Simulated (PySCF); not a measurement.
C5H7FO2 (SMILES C=C(F)C(=O)OCC), singlet, geometry from GFN2-xTB. Base run: DF-R2SCAN/STO-3G (PySCF).

Here is a job for PySCF.
```python
from pyscf import gto, scf, dft

mol = gto.Mole()
mol.atom = '''
    C     2.814844    0.102142    0.207292
    C     1.576032    0.338249   -0.196390
    F     1.317696    1.206130   -1.190655
    C     0.374599   -0.317866    0.396068
    O     0.439453   -1.119796    1.294962
    O    -0.747443    0.086747   -0.181632
    C    -1.961912   -0.481663    0.311838
    C    -3.117084    0.107091   -0.474346
    H     2.979968   -0.598267    1.004756
    H     3.660180    0.592267   -0.241223
    H    -1.910897   -1.570449    0.198518
    H    -2.045671   -0.255972    1.380926
    H    -3.139568    1.186683   -0.354157
    H    -3.005464   -0.121264   -1.530691
    H    -4.052767   -0.311495   -0.115657
'''
mol.basis = 'sto-3g'
mol.charge = 0
mol.spin = 0
mol.verbose = 3
mol.build()

mf = dft.RKS(mol)
mf.xc = 'r2scan'
mf = mf.density_fit(auxbasis='def2-universal-jkfit')
mf.kernel()
```

Variants of this job, named by their change:

```json
[
 {"change": "base", "basis functions": "47", "E (Eh)": "-438.93263", "HOMO (eV)": "-2.91", "HOMO-LUMO gap (eV)": "4.14", "dipole (D)": "1.52", "core-seconds (rough)": "9"},
 {"change": "basis = 6-31G", "basis functions": "86", "E (Eh)": "-444.65080", "HOMO (eV)": "-6.86", "HOMO-LUMO gap (eV)": "4.76", "dipole (D)": "0.93", "core-seconds (rough)": "20"},
 {"change": "basis = pcseg-0", "basis functions": "86", "E (Eh)": "-443.51683", "HOMO (eV)": "-7.07", "HOMO-LUMO gap (eV)": "4.84", "dipole (D)": "0.95", "core-seconds (rough)": "20"},
 {"change": "basis = def2-SV(P)", "basis functions": "126", "E (Eh)": "___", "HOMO (eV)": "___", "HOMO-LUMO gap (eV)": "4.77", "dipole (D)": "___", "core-seconds (rough)": "20"},
 {"change": "basis = 6-31G*", "basis functions": "126", "E (Eh)": "-444.77450", "HOMO (eV)": "-6.66", "HOMO-LUMO gap (eV)": "4.78", "dipole (D)": "1.03", "core-seconds (rough)": "30"},
 {"change": "basis = pc-1", "basis functions": "147", "E (Eh)": "___", "HOMO (eV)": "-7.07", "HOMO-LUMO gap (eV)": "4.80", "dipole (D)": "1.00", "core-seconds (rough)": "30"},
 {"change": "basis = cc-pVDZ", "basis functions": "147", "E (Eh)": "-444.81832", "HOMO (eV)": "-6.72", "HOMO-LUMO gap (eV)": "4.72", "dipole (D)": "1.04", "core-seconds (rough)": "30"},
 {"change": "basis = pcseg-1", "basis functions": "147", "E (Eh)": "-444.69344", "HOMO (eV)": "-7.07", "HOMO-LUMO gap (eV)": "4.80", "dipole (D)": "1.00", "core-seconds (rough)": "30"},
 {"change": "basis = 6-31G**", "basis functions": "147", "E (Eh)": "-444.78685", "HOMO (eV)": "-6.67", "HOMO-LUMO gap (eV)": "4.77", "dipole (D)": "1.04", "core-seconds (rough)": "40"},
 {"change": "basis = 6-31+G*", "basis functions": "158", "E (Eh)": "-444.79299", "HOMO (eV)": "-7.01", "HOMO-LUMO gap (eV)": "4.74", "dipole (D)": "0.92", "core-seconds (rough)": "40"},
 {"change": "basis = 6-311++G**", "basis functions": "___", "E (Eh)": "___", "HOMO (eV)": "-7.07", "HOMO-LUMO gap (eV)": "4.72", "dipole (D)": "___", "core-seconds (rough)": "70"},
 {"change": "basis = aug-pcseg-1", "basis functions": "___", "E (Eh)": "___", "HOMO (eV)": "___", "HOMO-LUMO gap (eV)": "___", "dipole (D)": "___", "core-seconds (rough)": "70"},
 {"change": "basis = 6-311+G(2d,p)", "basis functions": "258", "E (Eh)": "-444.93419", "HOMO (eV)": "-7.03", "HOMO-LUMO gap (eV)": "4.72", "dipole (D)": "0.96", "core-seconds (rough)": "60"}
]
```

Complete the blanks.


- basis = def2-SV(P), E (Eh): -444.43137
- basis = def2-SV(P), HOMO (eV): -6.87
- basis = def2-SV(P), dipole (D): 0.99
- basis = pc-1, E (Eh): -444.69767
- basis = 6-311++G**, basis functions: 225
- basis = 6-311++G**, E (Eh): -444.92226
- basis = 6-311++G**, dipole (D): 0.90
- basis = aug-pcseg-1, basis functions: 247
- basis = aug-pcseg-1, E (Eh): -444.71839
- basis = aug-pcseg-1, HOMO (eV): -7.05
- basis = aug-pcseg-1, HOMO-LUMO gap (eV): 4.75
- basis = aug-pcseg-1, dipole (D): 0.97

Totals compare only among sets that treat the same electrons; sets with core potentials leave the core out.
